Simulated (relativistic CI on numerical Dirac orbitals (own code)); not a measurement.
The 5d ions of charge 5+

Method of calculation: Dirac-Coulomb-Breit CI, separate exchange-only KLI orbitals for each configuration, model QED, valence Slater integrals scaled by 0.75 (own radial code, finite nucleus).

Each species is treated in one configuration, given outside its closed core, with all valence electrons in the open shell. Radial values are for the open shell of highest l, unscaled and averaged over j; ζ includes the Breit term. Labels give the leading LS character, summed over repeated terms.

```csv
Ion,Configuration,Its lowest level,LS weight (%),Next level,E (cm⁻¹),F² (cm⁻¹),F⁴ (cm⁻¹),g_J,g√(J(J+1))
W⁵⁺,5d,2D_3/2,100,2D_5/2,8034.2,,,0.799,1.55
Re⁵⁺,5d2,3F_2,89,3F_3,7565,68810,46180,0.706,1.73
Os⁵⁺,5d3,?,?,?,?,?,?,?,?
Ir⁵⁺,5d4,5D_0,58,5D_1,5645.9,73630,49460,,0.00
Pt⁵⁺,5d5,6S_5/2,76,J = 5/2 (mixed),15107,76040,51110,1.885,5.58
Au⁵⁺,5d6,5D_4,71,J = 2 (mixed),6152,78450,52740,1.410,6.31
Hg⁵⁺,5d7,4F_9/2,78,J = 3/2 (mixed),10861,80840,54370,1.279,6.37
```

(1) Fill in the row of Os⁵⁺.

Results:

(1) Its lowest level 4F_3/2; LS weight (%) 82; Next level 4F_5/2; E (cm⁻¹) 6014; F² (cm⁻¹) 71210; F⁴ (cm⁻¹) 47820; g_J 0.490; g√(J(J+1)) 0.95.
